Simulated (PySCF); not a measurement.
## Working out the ionisation energy of Ni⁺

Ni⁺ [Ar] 3d9 (2D) → Ni²⁺ [Ar] 3d8 (3F). All numbers are calculated (PySCF 2.14, the non-relativistic Hamiltonian (point nucleus), in cc-pVTZ). Frozen: [Ar]. Energies in hartree (1 hartree = 27.21139 eV):

| part | Ni⁺ (lower) | Ni²⁺ (upper) |
| --- | --- | --- |
| UHF | -1506.595604 | -1506.038383 |
| MP2 opposite-spin | -0.236628 | -0.159649 |
| MP2 same-spin | -0.136208 | -0.096845 |

Question: What does Hartree-Fock give?

Answer: (-1506.038383) − (-1506.595604) = 0.557221 hartree = 15.163 eV.

Question: What do MP2 and SCS-MP2 (6/5 opposite-spin, 1/3 same-spin) give?

Answer: The opposite-spin parts differ by 2.095 eV and the same-spin parts by 1.071 eV. MP2: 15.163 + (2.095) + (1.071) = 18.329 eV. SCS-MP2: 15.163 + 1.2 × (2.095) + (1.071)/3 = 18.034 eV.

Reference: 18.169 eV (measured; NIST Atomic Spectra Database, ionization energies), between the lowest levels; spin-orbit coupling is absent from the calculation.

The calculation is non-relativistic.

What remains against the reference includes basis incompleteness, the frozen core and correlation beyond second order.
